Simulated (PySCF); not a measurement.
C₃H₄ClFSi, SMILES FC=C=C(Cl)[SiH3]. The structure is a stationary point at B3LYP-D3(BJ)/def2-SVP. This is a generated structure with no PubChem entry under its InChIKey; it may be hypothetical.

These are B3LYP-D3(BJ)/def2-SVP (PySCF 2.14.0) values and carry that method's errors.

Harmonic wavenumbers (cm⁻¹): 89, 109, 141, 181, 257, 357, 436, 484, 615, 668, 691, 838, 859, 927, 943, 953, 1079, 1247, 1431, 2063, 2238, 2244, 2251, 3178. Rotational constants (GHz): 2.880, 1.246, 0.9125; symmetry number 1.

### Question
Work out the zero-point energy and the ideal-gas rigid-rotor harmonic-oscillator thermochemistry at 298.15 K and 1 atm.

### Answer
ZPE = ½ Σ hcν = ½ × 24280 cm⁻¹ = 34.71 kcal/mol. H − E(el) = 40.08 kcal/mol. Entropy in cal/(mol K): translation 40.33, rotation 28.97, vibration 18.33, total 87.63. G − E(el) = 13.95 kcal/mol. Cp = 27.43 cal/(mol K). Modes under 150 cm⁻¹ make the vibrational entropy uncertain.
